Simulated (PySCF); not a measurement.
# Reading the logs of faulty runs: B3GeH6

All numbers below are calculated, not measured. The program is PySCF 2.14.0, an open-source quantum chemistry code, run on an isolated molecule that a program drew, which may never have been made. The molecule is B3GeH6 (charge 0, doublet), drawn as the SMILES string `B[BH][GeH][BH2]`.

Each row is a Hartree-Fock (HF) and frozen-core CCSD(T) single point in the cc-pVDZ basis, meant for a local HF minimum. Run 1 is clean. Each other run has one planted mistake out of seven kinds, and not every kind appears here: one electron removed, one electron added, multiplicity raised by two, geometry at a saddle point, minimal basis STO-3G, one bond length entered in bohr, all coordinates scaled. The reference is restricted for singlets and unrestricted otherwise, and also for a bond in bohr. Adding or removing an electron swaps singlet and doublet. Electrons count all cores. HOMO and LUMO are orbital energies over both spins, the gradient is its largest component, and the lowest frequency (negative if imaginary) is given only where the gradient is small. Bond lengths are over the 9 bonds as drawn. T1 is the CCSD diagnostic: over 0.02 (restricted) or 0.045 (unrestricted) a single reference is doubtful. Germanium has the cc-pVDZ-PP basis, with a core potential (ECP10MDF) in place of its 10 inner electrons, and its 3s, 3p and 3d shells are frozen in CCSD(T).

Geometry of the clean run:
```xyz
10
B3GeH6, angstrom
B    -1.7083    2.7969   -0.9796
B    -1.6504    1.4074   -1.9162
Ge   -1.5813   -0.4804   -1.1064
B    -1.5733   -0.9247    0.8782
H    -0.7050    3.3575   -0.6228
H    -2.7548    3.2792   -0.6329
H    -1.6470    1.4718   -3.1165
H    -1.5324   -1.6483   -2.0981
H    -1.5312   -2.0594    1.2574
H    -1.6112   -0.0347    1.6804
```

| run | electrons | basis functions | <S^2> | HOMO (eV) | LUMO (eV) | gradient (hartree/bohr) | lowest frequency (cm^-1) | mean bond (Å) | longest bond (Å) | T1 | HF (hartree) | CCSD(T) (hartree) | mistake |
|---|---|---|---|---|---|---|---|---|---|---|---|---|---|
| 1 | 53 | 95 | 0.760 | -8.16 | 0.01 | 1.3e-05 | 93 | 1.4782 | 2.055 | 0.0167 | -370.83147 | -371.22825 | no fault |
| 2 | 53 | 95 | 3.791 | -6.53 | -2.22 | 3.3e-02 | - | 1.4782 | 2.055 | 0.0228 | -370.69472 | -371.09632 | multiplicity raised by two |
| 3 | 54 | 95 | 0.000 | -1.38 | 6.17 | 3.0e-02 | - | 1.4782 | 2.055 | 0.0236 | -370.85461 | -371.29873 | one electron added |
| 4 | 53 | 95 | 1.459 | -8.37 | -0.15 | 2.1e-02 | - | 1.5970 | 2.271 | 0.0564 | -370.71903 | -371.11497 | one bond length entered in bohr |
| 5 | 53 | 95 | 0.758 | -8.52 | -0.15 | 7.3e-02 | - | 1.3392 | 1.862 | 0.0149 | -370.74874 | -371.13958 | all coordinates scaled |
| 6 | 52 | 95 | 0.000 | -16.13 | -6.76 | 3.7e-02 | - | 1.4782 | 2.055 | 0.0130 | -370.55836 | -370.93234 | ? |

**Which mistake was planted in run 6, and what did it cost?**

It counts 52 electrons, one fewer than the clean run, at the same geometry and basis. So the mistake is: one electron removed. Subtracting run 1 and multiplying by 627.51 kcal/mol a hartree, the energy moved by 171.4 kcal/mol in HF and 185.7 kcal/mol in CCSD(T).

Cautions from the logs. Run 3: T1 is over the limit, so its CCSD(T) energy is less reliable; run 4: T1 is over the limit, so its CCSD(T) energy is less reliable.
